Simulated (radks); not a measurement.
Numerical settings for the strontium ion Sr17+, [Ar] 3d3. Method: scalar-relativistic Kohn-Sham, PBEsol, spin-polarised, spherical densities, finite nucleus; open shells are filled with parallel spins first (spin-orbit coupling, left out, can overturn this in heavy ions); Fermi nuclear charge, rms radius 4.224 fm; computed with a radial shooting solver on a logarithmic mesh with Libxc functionals. The defaults (mesh step 0.008 in ln r, mesh end at 40 bohr or more with all orbitals vanishing there, Anderson mixing 0.5 over 9 steps, residual threshold near 1e-9 with the energy settled to 1e-9 hartree or 1e-11 of itself, here a cap of 53 iterations) give E = -3027.9451 hartree and 3d at -639.96 eV in 14 iterations. Run on one thread of a shared host, so times are rough (Arm Neoverse N1): 0.16 s of CPU time, 0.16 s wall, 14 iterations on 2189 mesh points. Changes against that run (0 stands for a change within the tolerance of the run):

| setting | iterations | converged | E (mhartree) | e(3d) (meV) | CPU (s) |
|---|---|---|---|---|---|
| mesh step in ln r 0.05 | 13 | yes | +0.00417 | 0 | 0.04 |
| mesh step in ln r 0.08 | 2 | no | diverged | - | 0.01 |
| mesh step in ln r 0.005 | 15 | yes | 0 | 0 | 0.26 |
| mesh end (bohr) 20 | 14 | yes | 0 | 0 | 0.16 |
| mesh end (bohr) 12 | 14 | yes | 0 | 0 | 0.16 |
| residual threshold 1e-13 | 53 | no | 0 | 0 | 0.36 |
| residual threshold 1e-16 | 53 | no | 0 | 0 | 0.36 |
| mixing 1 | 14 | yes | 0 | 0 | 0.15 |
| linear mixing, mixing 0.5 | 31 | yes | 0 | 0 | 0.3 |
| linear mixing, mixing 0.8 | 15 | yes | 0 | 0 | 0.16 |
| mixing history 3 | 15 | yes | 0 | 0 | 0.17 |
| iteration cap 5 | 5 | no | -0.045 | -184 | 0.06 |

No run marked as converged misses the energy by more than 1 mhartree. A mesh that ends early acts as a hard wall.
